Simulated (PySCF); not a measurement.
Delta-SCF ions had no search for a lower state. Excitations are Tamm–Dancoff values on a coarser integration grid. The basis has no diffuse functions, so Rydberg states are missing or too high.

H6OSi3, SMILES `O/[SiH]=[SiH]\[SiH3]` (H–O–Si–Si torsion 156°) (charge 0, multiplicity 1)

These are r2SCAN-D4/def2-TZVP (PySCF) values and carry that method's errors.

```
Item                                                                         Value
-------------------------------------------  -------------------------------------
HOMO                                                                      -5.35 eV
dipole moment                                                               2.93 D
HOMO–LUMO gap                                                              2.69 eV
LUMO                                                                      -2.66 eV
S1 excitation (TDA)                                                        4.15 eV
S1 oscillator strength                                                       0.248
brightest of the four lowest singlets (TDA)                                4.15 eV
T1 excitation (TDA)                                                        1.72 eV
S1–T1 gap (TDA)                                                            2.43 eV
vertical ionisation energy (Delta-SCF)                                     7.75 eV
total energy                                                          -947.2379 Ha
cost                                         about 6 core-minutes (a rough figure)
```

```xyz
10

O      1.6752     1.7015    -0.1048
Si     1.6358     0.1075     0.2829
Si     0.1067    -1.2691    -0.4806
Si    -1.9516    -0.1890    -0.2367
H      2.5192     2.1588    -0.0414
H      3.0050    -0.3076     0.7120
H      0.2557    -2.3882     0.5057
H     -2.4757    -0.1908     1.1557
H     -2.9744    -0.8405    -1.0995
H     -1.7960     1.2174    -0.6934
```
Charge 0, spin multiplicity 1.
